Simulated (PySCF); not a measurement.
ECD: SMILES [SiH3]C=C=C[SiH3], C3H8Si2

Molfile (atoms numbered from 1):
```
C3H8Si2
     RDKit          3D

 13 12  0  0  0  0  0  0  0  0999 V2000
    2.5423    0.1045    0.4348 Si  0  0  0  0  0  4  0  0  0  0  0  0
    1.2020   -0.1902   -0.8555 C   0  0  0  0  0  0  0  0  0  0  0  0
   -0.0085   -0.5476   -0.5571 C   0  0  0  0  0  0  0  0  0  0  0  0
   -1.2185   -0.8343   -0.1891 C   0  0  0  0  0  0  0  0  0  0  0  0
   -2.5331    0.4687    0.1507 Si  0  0  0  0  0  4  0  0  0  0  0  0
    3.8029    0.2963   -0.2877 H   0  0  0  0  0  0  0  0  0  0  0  0
    2.2361    1.3030    1.2215 H   0  0  0  0  0  0  0  0  0  0  0  0
    2.6513   -1.0476    1.3330 H   0  0  0  0  0  0  0  0  0  0  0  0
    1.4704   -0.0554   -1.8949 H   0  0  0  0  0  0  0  0  0  0  0  0
   -1.5142   -1.8711   -0.0943 H   0  0  0  0  0  0  0  0  0  0  0  0
   -3.5114    0.4697   -0.9437 H   0  0  0  0  0  0  0  0  0  0  0  0
   -1.9083    1.7861    0.2640 H   0  0  0  0  0  0  0  0  0  0  0  0
   -3.2154    0.1183    1.4007 H   0  0  0  0  0  0  0  0  0  0  0  0
  1  2  1  0
  2  3  2  0
  3  4  2  0
  4  5  1  0
  1  6  1  0
  1  7  1  0
  1  8  1  0
  2  9  1  0
  4 10  1  0
  5 11  1  0
  5 12  1  0
  5 13  1  0
M  END
```

Method: TDDFT CAM-B3LYP/def2-SVPD circular dichroism and optical rotation, one conformer, gas phase (PySCF). Geometry: GFN2-xTB.

No stereocentre is labelled: unless the shape is locked (an allene, a helicene, a hindered biaryl), the mirror image is equally populated and a measured rotation or CD is zero.

Problem. Which excitations and rotatory strengths does the calculation give?

Solution. Rotatory strengths R in 10⁻⁴⁰ esu² cm², velocity form and length form (origin at the centre of mass); f in length form.
| state | E (eV) | λ (nm) | f | R (velocity) | R (length) | main |
| --- | --- | --- | --- | --- | --- | --- |
| 1 | 5.59 | 222 | 0.001 | -2.9 | -2.7 | HOMO−1→LUMO 0.60, HOMO→LUMO+1 0.26 |
| 2 | 5.75 | 216 | 1e-05 | +0.5 | +0.1 | HOMO→LUMO+1 0.53, HOMO−1→LUMO 0.22 |
| 3 | 6.45 | 192 | 0.031 | +6.8 | +6.3 | HOMO→LUMO 0.59, HOMO−1→LUMO+1 0.30 |
| 4 | 6.84 | 181 | 0.019 | +33.7 | +34.3 | HOMO→LUMO+2 0.81 |
| 5 | 6.88 | 180 | 0.005 | +23.2 | +23.4 | HOMO−1→LUMO+2 0.84 |
| 6 | 7.05 | 176 | 1.315 | +100.8 | +92.9 | HOMO−1→LUMO+1 0.52, HOMO→LUMO 0.25 |
| 7 | 7.83 | 158 | 0.009 | -11.5 | -12.1 | HOMO→LUMO+3 0.44, HOMO→LUMO+6 0.24 |
| 8 | 7.93 | 156 | 0.013 | +15.5 | +17.1 | HOMO−1→LUMO+5 0.67, HOMO−1→LUMO+6 0.12 |
| 9 | 7.96 | 156 | 0.015 | -7.6 | -5.5 | HOMO→LUMO+5 0.66 |
| 10 | 7.99 | 155 | 0.013 | -3.2 | -2.9 | HOMO−1→LUMO+7 0.37, HOMO−1→LUMO+4 0.32 |
| 11 | 8.08 | 153 | 0.003 | -1.7 | -0.3 | HOMO−1→LUMO+6 0.27, HOMO→LUMO+3 0.24 |
| 12 | 8.13 | 152 | 0.014 | -12.6 | -12.2 | HOMO−1→LUMO+3 0.27, HOMO−1→LUMO+6 0.24 |
| 13 | 8.18 | 152 | 0.003 | -10.8 | -9.0 | HOMO−1→LUMO+4 0.39, HOMO−1→LUMO+7 0.29 |
| 14 | 8.27 | 150 | 0.027 | -10.1 | -11.6 | HOMO→LUMO+6 0.29, HOMO→LUMO+4 0.21 |
| 15 | 8.29 | 150 | 0.054 | +57.2 | +53.9 | HOMO→LUMO+7 0.28, HOMO−1→LUMO+3 0.26 |
| 16 | 8.43 | 147 | 0.043 | -43.4 | -42.2 | HOMO→LUMO+4 0.48 |

Among the states computed, the strongest CD band (largest |R|) is state 6. The largest dissymmetry factor in size, g = 4R/(D+G), with D and G the electric and magnetic dipole strengths, is -0.045 for state 13 (velocity form, f = 0.003), among bands with |R| over 0.5. The mirror image has the same energies and oscillator strengths and all R with the opposite sign.
